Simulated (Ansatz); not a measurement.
Reaction (redistribution): `Cl[SiH2]O[SiH](Cl)Cl` + `C[SiH2]S[SiH2]Cl` → `Cl[SiH2]S[SiH](Cl)Cl` + `C[SiH2]O[SiH2]Cl`

Gas-phase electronic energies from Ansatz, PBE0-D4/def2-TZVP geometries. CBS: MP2 limit from def2 TZ/QZ plus the TZ coupled-cluster correction, frozen cores. DFT in def2-TZVPP. Each species was taken in one conformer, which may not be the lowest.

```json
{"level": "r2SCAN-D4", "ΔE (kJ/mol)": "13.6"}
{"level": "HF/CBS(def2)", "ΔE (kJ/mol)": "18.2"}
```

Task: What does CCSD(T)/CBS give? (An estimate is asked.)

Result: The calculation gave: +13.0 kJ/mol. The listed levels differ from it by 0.6, 5.2 kJ/mol.

Largest T1 diagnostic among the species: 0.010.

The D4 term adds −5.2 kJ/mol with B3LYP and −3.0 kJ/mol with PBE0; it sums over pairs of atoms, weighted by their polarisabilities, and B3LYP, whose exchange is more repulsive, gets the larger term. In def2-TZVPP, CCSD(T) changes the Hartree–Fock value by −3.0 kJ/mol (the triples alone add −0.9 kJ/mol) and MP2 by −5.1 kJ/mol.

B3LYP here is the variant with VWN-RPA as its local correlation; programs differ in this.
